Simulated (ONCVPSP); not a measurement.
# Configuration tests for nitrogen (ONCV)

```
Element                 : N (Z = 7)
Generator               : ONCVPSP 4.0.1
Type                    : optimised norm-conserving Vanderbilt (ONCV)
Functional              : PBEsol
Relativity              : scalar-relativistic
Frozen core             : [He]
Valence charge          : 5
Reference configuration : 2s2 2p3
Partial waves           : 2s: rc 1.05 bohr, ncon 4, nbas 8, qcut 6.3 1/bohr, 2 projectors, debl 2.5 Ha; 2p: rc 1.95 bohr, ncon 4, nbas 9, qcut 6.6 1/bohr, 1 projector; d scattering state at 0.24 Ha: rc 1.85 bohr, ncon 4, nbas 8, qcut 5.2 1/bohr, 2 projectors, debl 3.6 Ha
Local potential         : polynomial inside 0.90 bohr (lpopt 5, dvloc0 4 Ha)
Core correction         : none
```

Energies are relative to the spin-unpolarised reference configuration 2s2 2p3; without spin polarisation the order of configurations can differ from experiment.

```csv
valence configuration,charge,ΔE all-electron (eV),error AE − PS (meV)
2s2 2p1,+2,42.258,+419
2s2 2p0,+3,89.143,+1733
```

Task: What are ΔE and the potential's error for 2s0 2p5?

Result: ΔE = 22.895 eV all-electron; the error (AE − PS) is +13 meV.

Task: What are ΔE and the potential's error for 2s2 2p2?

Result: ΔE = 13.521 eV all-electron; the error (AE − PS) is +45 meV.

Levels in the configuration 2s0 2p5:

```csv
level,all-electron (eV),pseudo (eV)
2p,-7.850,-7.951
```
